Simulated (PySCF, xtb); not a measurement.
Ge(H)2(Cl)(OH) (ClGeH3O), SMILES [OH][GeH2][Cl]. Other conformers were not sampled.

Harmonic wavenumbers (cm⁻¹) from GFN2-xTB (xtb 6.7.1) at its own minimum, in rising order: 176, 218, 372, 474, 567, 586, 671, 770, 820, 1889, 1997, 3636.

Problem. What does PBE0-D3(BJ)/def2-TZVP run with PySCF 2.14.0 give at its own minimum? (An estimate is asked for; the answer gives what the named calculation found.)

Solution. 171, 247, 424, 535, 654, 727, 793, 858, 943, 2171, 2218, 3893. Paired by order, the mean absolute difference is 122 cm⁻¹ and the zero-point energies are 17.4 and 19.5 kcal/mol.
